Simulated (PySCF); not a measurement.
AlCl, SMILES [Cl][Al] (connectivity only; charge and spin as stated), neutral, multiplicity 1.

Coordinates come from a PBE0-D3(BJ)/def2-TZVPD optimisation.

Two levels are set side by side: PBE/def2-TZVPD (PySCF) and ωB97X/def2-TZVPD (PySCF). Same geometry, gas phase. Differences are taken from unrounded values.

```csv
quantity,ωB97X,PBE,PBE minus ωB97X
orbital gap (eV),9.36,3.69,-5.67
highest occupied level (eV),-9.18,-6.09,3.09
lowest empty level (eV),0.19,-2.40,-2.59
dipole moment (D),1.62,1.52,-0.11
mean polarisability (bohr³),54.1,55.1,1.0
```

PBE's occupied levels lie high since its potential decays too fast outside the molecule; exact exchange lowers them and widens the gap. Differences between two approximate levels are no errors against the true value.

Rough cost on one machine, each run with all the roots and properties that it gave: ωB97X against PBE within a factor of 2.
